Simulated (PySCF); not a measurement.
C7H9S (charge +1).
Cartesian coordinates in Å at the GFN2-xTB level; atoms count from 1:
```
atom  x, y, z in Å
C1    -2.5070    0.9390   -0.0865
C2    -1.7008   -0.3208   -0.3613
C3    -0.2425   -0.1891   -0.1004
C4     0.6217   -1.2630   -0.2542
C5     1.9862   -1.2085   -0.0350
C6     2.6437   -0.0456    0.3754
C7     1.9834    1.1310    0.5907
S8     0.3121    1.3495    0.3944
H9    -2.1831    1.7614   -0.7218
H10   -2.4170    1.2419    0.9551
H11   -3.5578    0.7539   -0.2908
H12   -2.0855   -1.1494    0.2430
H13   -1.8351   -0.6268   -1.4050
H14    0.1876   -2.2034   -0.5674
H15    2.5700   -2.1044   -0.1865
H16    3.7126   -0.0757    0.5307
H17    2.5044    2.0219    0.9098
```

Computed, not measured: PySCF, TDDFT PBE0/def2-SVPD, vertical, gas phase, core orbitals frozen in the response.

Transition dipole moments from the ground state, in atomic units and in the frame of the coordinates above (overall signs are arbitrary), for the states with f of 0.002 or more among the lowest 5:

```
state  E (eV)      μx      μy      μz
   S1   4.662   0.904   0.366   0.238
   S2   5.498  -0.269   0.453   0.080
   S4   5.888  -0.043   0.020  -0.109
   S5   6.021   0.539  -0.025   0.055
```

(1) Work out the oscillator strengths.

(2) What angle do the transition dipoles of S1 and S5 make?

(3) How is the summed strength of these states shared among x, y and z?

(4) What peak molar absorption coefficient would the strongest computed level give as a lone Gaussian band 0.3 eV wide at half height?

## Answers

(1) f = (2/3) ΔE |μ|² with ΔE in hartree (27.2114 eV).

```tsv
state	|μ|² (au)	|μ| (D)	f
S1	1.009	2.55	0.115
S2	0.284	1.36	0.038
S4	0.014	0.30	0.002
S5	0.295	1.38	0.043
```

(2) |cos θ| = |μa·μb| / (|μa| |μb|) = 0.90, so θ ≈ 26° (taken between 0 and 90°, since the signs are arbitrary).

(3) (2/3) Σ ΔE μα² gives 0.146 for x, 0.043 for y and 0.010 for z, 0.199 in all.

(4) ε(max) = 2.175×10⁸ f / FWHM, with the width in cm⁻¹. S1: 2.175×10⁸ × 0.1153 / 2420 ≈ 10000 L mol⁻¹ cm⁻¹.

On an Arm Neoverse V1 with one thread, no GPU (shared host), this took 44 s of wall time and 0.98 GiB of memory at its peak.

One conformer stands for the species.
